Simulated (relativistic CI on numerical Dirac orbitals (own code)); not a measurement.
Bi9+: computed level list

These numbers are calculated, not measured: Dirac-Coulomb-Breit CI, orbitals from a KLI potential per configuration, model QED (radiative potential, 1s self-energy scaled to tabulated hydrogen-like ionisation energies), unscaled Slater integrals (own radial code, finite nucleus).

Configurations in the expansion (outside the closed core [Kr] 4d10 4f14): 5s2 5p6 5d6, 5s2 5p6 5d5 6s, 5s2 5p6 5d5 5f, 5s2 5p5 5d7, 5s2 5p6 5d4 6s2, 5s2 5p6 5d5 6p, 5s2 5p6 5d5 5g, 5s2 5p6 5d4 6s 6p, 5s2 5p4 5d8, 5s2 5p6 5d5 6d, 5s2 5p6 5d4 6p2, 5s2 5p6 5d5 7p, 5s 5p5 5d8. Levels of other configurations are missing.

The lowest level is 5s2 5p6 5d6 5D_4, with 63 % of that term; Hund's rules for 5s2 5p6 5d6 give 5D with J = 4, in agreement.

```csv
No.,Configuration,Term,J,E (cm⁻¹),%,Next component (%),jj configuration (%)
1,5s2 5p6 5d6,5D,4,0,63,27 3F,5d5/2^2 (76)
2,5s2 5p6 5d6,3P,2,9039,41,34 5D,5d5/2^2 (80)
3,5s2 5p6 5d6,5D,3,19434,84,11 3F,5d3/2^3 5d5/2^3 (84)
4,5s2 5p6 5d6,5D,0,20335,49,32 3P,5d5/2^2 (54)
5,5s2 5p6 5d6,5D,1,24365,69,23 3P,5d3/2^3 5d5/2^3 (85)
6,5s2 5p6 5d6,5D,4,29469,25,23 1G,5d3/2^3 5d5/2^3 (74)
7,5s2 5p6 5d6,3G,5,39365,56,44 3H,5d3/2^3 5d5/2^3 (99)
8,5s2 5p6 5d6,3H,6,40578,78,22 1I,5d3/2^3 5d5/2^3 (96)
9,5s2 5p6 5d6,3F,2,44241,42,28 1D,5d3/2^3 5d5/2^3 (60)
10,5s2 5p6 5d6,3F,3,45313,39,32 3G,5d3/2^3 5d5/2^3 (88)
11,5s2 5p6 5d6,5D,2,48881,34,33 3P,5d3/2^2 5d5/2^4 (64)
12,5s2 5p6 5d6,1S,0,56538,48,42 5D,5d3/2^2 5d5/2^4 (77)
13,5s2 5p6 5d6,3D,1,58031,64,27 3P,5d3/2^3 5d5/2^3 (77)
14,5s2 5p6 5d6,3G,4,58623,39,28 3H,5d3/2^3 5d5/2^3 (59)
15,5s2 5p6 5d6,3D,2,59528,52,29 3P,5d3/2^3 5d5/2^3 (57)
16,5s2 5p6 5d6,3F,4,62783,42,26 3H,5d3/2^2 5d5/2^4 (80)
17,5s2 5p6 5d6,3P,0,63056,89,10 1S,5d3/2^3 5d5/2^3 (62)
18,5s2 5p6 5d6,3D,3,65453,48,36 3F,5d3/2^3 5d5/2^3 (61)
19,5s2 5p6 5d6,3H,5,67652,56,44 3G,5d3/2^2 5d5/2^4 (99)
20,5s2 5p6 5d6,1F,3,69888,57,29 3F,5d3/2^3 5d5/2^3 (52)
21,5s2 5p6 5d6,3G,3,72990,53,37 3F,5d3/2^2 5d5/2^4 (85)
22,5s2 5p6 5d6,1I,6,75059,78,22 3H,5d3/2^2 5d5/2^4 (96)
23,5s2 5p6 5d6,3P,1,80848,71,27 3D,5d3/2^2 5d5/2^4 (70)
24,5s2 5p6 5d6,1D,2,84214,44,31 3P,5d3/2^2 5d5/2^4 (75)
25,5s2 5p6 5d6,1G,4,84516,61,27 3F,5d3/2^2 5d5/2^4 (68)
26,5s2 5p6 5d6,3P,1,90062,77,21 5D,5d3/2 5d5/2^5 (73)
27,5s2 5p6 5d6,3F,2,96026,82,8 3D,5d3/2^2 5d5/2^4 (88)
28,5s2 5p6 5d6,3F,4,98378,68,11 3G,5d3/2^2 5d5/2^4 (66)
29,5s2 5p6 5d6,1G,4,113461,70,16 3F,5d3/2 5d5/2^5 (53)
30,5s2 5p6 5d6,3P,2,115521,58,21 1D,5d3/2 5d5/2^5 (80)
31,5s2 5p6 5d6,3F,3,117160,47,29 1F,5d3/2 5d5/2^5 (87)
32,5s2 5p6 5d6,3P,0,120738,55,36 1S,5d5/2^6 (76)
33,5s2 5p6 5d6,1D,2,127539,92,3 3D,5d3/2^2 5d5/2^4 (85)
34,5s2 5p6 5d6,1S,0,159032,86,12 3P,5d3/2^2 5d5/2^4 (72)
35,5s2 5p6 5d5 6s,7S,3,273303,70,22 5P,5d3/2^3 5d5/2^2 6s (40)
36,5s2 5p6 5d5 6s,5S,2,295337,31,19 3P,5d5/2 6s (75)
37,5s2 5p6 5d5 6s,3F,3,304267,17,16 3D,5d5/2 6s (55)
38,5s2 5p6 5d5 6s,5G,2,309785,37,32 5S,5d3/2^3 5d5/2^2 6s (78)
39,5s2 5p6 5d5 6s,5G,4,316962,48,20 5D,5d3/2^3 5d5/2^2 6s (90)
40,5s2 5p6 5d5 6s,5D,2,319543,40,30 5P,5d3/2^3 5d5/2^2 6s (81)
41,5s2 5p6 5d5 6s,5G,6,319559,68,24 3H,5d3/2^3 5d5/2^2 6s (80)
42,5s2 5p6 5d5 6s,5G,5,321306,67,12 3H,5d3/2^3 5d5/2^2 6s (72)
43,5s2 5p6 5d5 6s,5D,1,321513,41,37 5P,5d3/2^3 5d5/2^2 6s (81)
44,5s2 5p6 5d5 6s,5G,3,321889,54,11 3F,5d3/2^3 5d5/2^2 6s (58)
45,5s2 5p6 5d5 6s,5D,3,329030,31,26 3G,5d3/2^3 5d5/2^2 6s (87)
```

Energies count from the lowest computed level. Filled j subshells are mostly left out of the jj labels.

The mean weight of the leading LS term, summed over parents, in these 45 levels is 56 %, and that of the leading jj configuration (from the same eigenvectors) 75 %, so jj coupling describes them better and the LS labels are nominal.

At this charge energies of transitions that change n are usually good to better than 1 %, and those within a shell (Δn = 0) to a few per cent. Terms inside the open d or f shell come out 10 to 20 % too wide with unscaled integrals. Levels and lines within the n = 5 or 6 shells can be off by up to 10 % or somewhat more, and those that change n by about 2 %, since core polarisation is missing.

LS names give the leading component of a level, which can be under half, so a name can repeat, a term be missing and a line seem to break the LS rules.
